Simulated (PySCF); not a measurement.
A structure optimised at B3LYP-D3(BJ)/def2-SVP, used in a PySCF frequency run:

```xyz
12

B      0.3304    -0.0111     0.0000
Cl     1.7682     1.0320     0.0000
S     -1.3409     0.6638     0.0000
C     -1.0881     2.4760     0.0000
H     -0.5381     2.7899    -0.8964
H     -2.0880     2.9293     0.0000
H     -0.5381     2.7899     0.8964
S      0.6250    -1.7852     0.0000
C     -1.0639    -2.4932     0.0000
H     -1.6166    -2.1835    -0.8976
H     -0.9484    -3.5849     0.0000
H     -1.6166    -2.1835     0.8976
```
Charge 0, spin multiplicity 1.

Question: Write its SMILES, formula and point group.

Answer: CSB(Cl)SC, C2H6BClS2, Cs

Question: What are its rotational constants (standard atomic weights)?

Answer: 2.2594, 1.4336, 0.88710 GHz
